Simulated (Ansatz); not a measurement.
Consider the formal exchange of groups at a C–I bond: `[SiH3]C([SiH3])I` + `C#C` → `C#CC([SiH3])[SiH3]` + HI.

Calculated with Ansatz (gas phase, PBE0-D4/def2-TZVP geometries, no zero-point term in ΔE). CCSD(T)/CBS is the MP2 limit (def2-TZVPP, def2-QZVPP) plus CCSD(T) − MP2 in def2-TZVPP, frozen cores. This one scheme is used for every species. Functionals use def2-TZVPP. B3LYP here is the variant with VWN-RPA as its local correlation; programs differ in this. Elements past krypton have def2 core potentials. For I outer-core shells are correlated without core-valence functions, which leaves a few kJ/mol of doubt a bond.

Q: Is it downhill or uphill in electronic energy at CCSD(T)/CBS, and by how much? (Best estimate.)

A: Computed: Downhill: ΔE = -15.3 kJ/mol.

Q: What do these levels give: PBE0-D4, B3LYP-D4, ωB97M-V, B2PLYP, r2SCAN, PBE0, HF/def2-TZVPP, SCS-MP2/def2-TZVPP, HF/def2-QZVPP, MP2/def2-QZVPP, SCS-MP2/def2-QZVPP, HF/CBS(def2)? (Best estimate.)

A: The calculation gave: PBE0-D4 -35.1, B3LYP-D4 -30.7, ωB97M-V -28.1, B2PLYP -28.3, r2SCAN -33.3, PBE0 -36.4, HF/def2-TZVPP -34.6, SCS-MP2/def2-TZVPP -21.8, HF/def2-QZVPP -34.1, MP2/def2-QZVPP -17.3, SCS-MP2/def2-QZVPP -17.3, HF/CBS(def2) -34.0 kJ/mol.

Largest T1 diagnostic among the species: 0.013.

In def2-TZVPP, CCSD(T) changes the Hartree–Fock value by +11.0 kJ/mol (the triples alone add +2.8 kJ/mol) and MP2 by +12.4 kJ/mol. The D4 term adds +3.3 kJ/mol with B3LYP and +1.3 kJ/mol with PBE0; it sums over pairs of atoms, weighted by their polarisabilities, and B3LYP, whose exchange is more repulsive, gets the larger term.
